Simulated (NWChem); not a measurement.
System: InGeH₃Cl₂; SMILES [Cl][In]([Cl])[GeH3]

The following NWChem deck was run.

```
start job
memory heap 200 mb stack 900 mb global 1100 mb
geometry units angstroms
  In    -0.323974     0.139665    -0.232793
  Cl    -2.254863    -1.079568    -0.571932
  Cl    -0.320047     2.190536    -1.291551
  Ge     1.680330    -0.725157     1.213273
  H      1.714338    -0.087491     2.586320
  H      1.637653    -2.216293     1.448330
  H      3.024519    -0.422445     0.591378
end
basis spherical
  * library def2-svp
end
ecp
  In library def2-ecp
end
dft
  xc xpbe96 cpbe96
  disp vdw 4
  iterations 150
end
driver
  maxiter 120
end
task dft optimize
```

Not confirmed as a minimum by frequencies. def2 effective core potentials on In; no spin-orbit coupling.

The level has its own optimisation.

Task: Give the results of this calculation. (PBE-D3(BJ)/def2-SVP with def2 effective core potentials on In.) Quantities: r Cl–In (Å); r Ge–In (Å); r Ge–H (Å); dipole (D).

Result: The r Cl–In (Å) comes out as 2.373, the r Ge–In (Å) is 2.611 and the r Ge–H (Å) is 1.548. The dipole (D) is 3.77.
